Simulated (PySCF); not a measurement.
**Nonlinear optical response: SMILES N#Cc1ccc2n[se]nc2c1, C7H3N3Se**

Molfile (atoms numbered from 1):
```
C7H3N3Se
     RDKit          3D

 14 15  0  0  0  0  0  0  0  0999 V2000
    3.9207   -0.4046    0.5609 N   0  0  0  0  0  0  0  0  0  0  0  0
    2.7992   -0.1956    0.3541 C   0  0  0  0  0  0  0  0  0  0  0  0
    1.4172    0.0798    0.0977 C   0  0  0  0  0  0  0  0  0  0  0  0
    1.0115    1.4503   -0.0898 C   0  0  0  0  0  0  0  0  0  0  0  0
   -0.2885    1.7768   -0.3373 C   0  0  0  0  0  0  0  0  0  0  0  0
   -1.2659    0.7364   -0.4115 C   0  0  0  0  0  0  0  0  0  0  0  0
   -2.5542    0.9290   -0.6455 N   0  0  0  0  0  0  0  0  0  0  0  0
   -3.3178   -0.6741   -0.6339 Se  0  0  0  0  0  2  0  0  0  0  0  0
   -1.8173   -1.5584   -0.3037 N   0  0  0  0  0  0  0  0  0  0  0  0
   -0.8544   -0.6514   -0.2209 C   0  0  0  0  0  0  0  0  0  0  0  0
    0.5136   -0.9552    0.0357 C   0  0  0  0  0  0  0  0  0  0  0  0
    1.7754    2.2274   -0.0286 H   0  0  0  0  0  0  0  0  0  0  0  0
   -0.6053    2.8106   -0.4806 H   0  0  0  0  0  0  0  0  0  0  0  0
    0.8169   -1.9928    0.1768 H   0  0  0  0  0  0  0  0  0  0  0  0
  1  2  3  0
  2  3  1  0
  3  4  1  0
  4  5  2  0
  5  6  1  0
  6  7  2  0
  7  8  1  0
  8  9  1  0
  9 10  2  0
 10 11  1  0
 11  3  2  0
 10  6  1  0
  4 12  1  0
  5 13  1  0
 11 14  1  0
M  END
```

Method: quadratic response CAM-B3LYP/aug-cc-pVDZ first hyperpolarisability, Taylor convention, gas phase (PySCF). Geometry: PBE0-D3(BJ)/def2-SVP.

The calculation is non-relativistic, which matters for the atoms heavier than Zn.

(1) Give β for the processes computed.

(2) Which lowest excitations, dipole and polarisabilities go with it?

## Answers

(1) In au, Taylor convention; the vector part is βᵢ = ⅓ Σⱼ (βᵢⱼⱼ + βⱼᵢⱼ + βⱼⱼᵢ); β∥ is 3/5 of the vector part along the dipole, the dipole points from − to +:
| process | λ (nm) | β vector norm | β∥ | β HRS | depolarisation ratio |
| --- | --- | --- | --- | --- | --- |
| static β(0;0,0) | ∞ | 189.0 | -52.5 | 97.9 | 2.98 |
| second harmonic β(−2ω;ω,ω) | 1907 | 209.8 | -55.1 | 107.8 | 3.09 |
| Pockels β(−ω;ω,0) | 1907 | 195.4 | -53.3 | – | – |
| second harmonic β(−2ω;ω,ω) | 1064 | 281.1 | -63.3 | 140.9 | 3.34 |
| Pockels β(−ω;ω,0) | 1064 | 211.4 | -55.3 | – | – |

(2) S1 3.84 eV (f = 0.043); S2 4.14 eV (f = 0.320); S3 4.35 eV (f = 0.000); dipole 3.84 D; isotropic α 132.0 au static, 132.9 au at 1907 nm, 134.9 au at 1064 nm, 135.7 au at 953.5 nm, 146.2 au at 532 nm.
